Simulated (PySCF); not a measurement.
The vertical singlet excitations below were computed for one of the candidates. Computed with PySCF 2.14.0, density-fitted response routines, TDDFT PBE0/def2-SVPD, vertical, gas phase, core orbitals frozen in the response. Geometries: GFN2-xTB, one conformer each.

```tsv
state	E (eV)	f	main configurations (H = HOMO, L = LUMO)
S1	6.03	0.0010	H→L (49%), H-1→L (39%), H-2→L (8%)
S2	7.23	0.193	H-1→L (55%), H→L (42%)
S3	7.56	0.0026	H-2→L (89%)
S4	8.16	0.0011	H-3→L (79%), H-4→L (12%)
S5	8.27	0.0096	H→L+1 (78%), H-1→L+1 (19%)
S6	8.35	0.022	H-1→L+1 (72%), H→L+1 (14%)
S7	8.52	0.0052	H-4→L (66%), H-3→L (17%)
S8	8.62	0.011	H→L+3 (70%), H-1→L+3 (13%)
```

Triplets computed (Tamm–Dancoff): 5.43, 6.00, 7.08 eV.

Question: Which candidate is it? All have the formula C6H9FO.
A. `FC[C@@H]1CC[C@@H]2O[C@H]12`
B. `C=C[C@@H]1CC[C@@H](F)O1`
C. `C=C[C@]1(F)CCCO1`
D. `O=C(C(C)=C(C)C)F`
E. `CCC1(C(=O)F)CC1`

Answer: E. Its S1 lies at 6.03 eV; the nearest of the others has S1 at 5.03 eV. S1 is HOMO→LUMO (49%), HOMO-1→LUMO (39%), HOMO-2→LUMO (8%). Löwdin shares by element: HOMO carbon 42% or more, oxygen 30% (atoms not listed hold the other 29%); LUMO carbon 44% or more, oxygen 30%, fluorine 8% (atoms not listed hold the other 18%). At the same level the other candidates give, for their lowest levels:
- `FC[C@@H]1CC[C@@H]2O[C@H]12`: 7.46 eV (f 0.006); 7.82 eV (f 0.012); 8.01 eV (f 0.011); 8.05 eV (f 0.026); 8.22 eV (f 0.002); T1 7.31 eV; HOMO -7.82, LUMO 0.72 eV
- `C=C[C@@H]1CC[C@@H](F)O1`: 7.04 eV (f 0.102); 7.50 eV (f 0.050); 7.60 eV (f 0.277); 7.79 eV (f 0.054); 7.95 eV (f 0.017); T1 4.44 eV; HOMO -7.79, LUMO -0.02 eV
- `C=C[C@]1(F)CCCO1`: 7.13 eV (f 0.006); 7.45 eV (f 0.142); 7.56 eV (f 0.197); 7.83 eV (f 0.015); 7.91 eV (f 0.098); T1 4.45 eV; HOMO -7.86, LUMO 0.03 eV
- `CC(C)=C(C)C(=O)F`: 5.03 eV (f 0.003); 5.45 eV (f 0.295); 6.76 eV (f 0.005); 7.12 eV (f 0.000); 7.43 eV (f 0.000); T1 3.27 eV; HOMO -7.52, LUMO -1.63 eV

The values belong to the conformer `[CH3:1][CH2:2][C:3]1([C:4](=[O:5])[F:6])[CH2:7][CH2:8]1`: C1–C2–C3–C4 70°, C2–C3–C4–O5 4°.
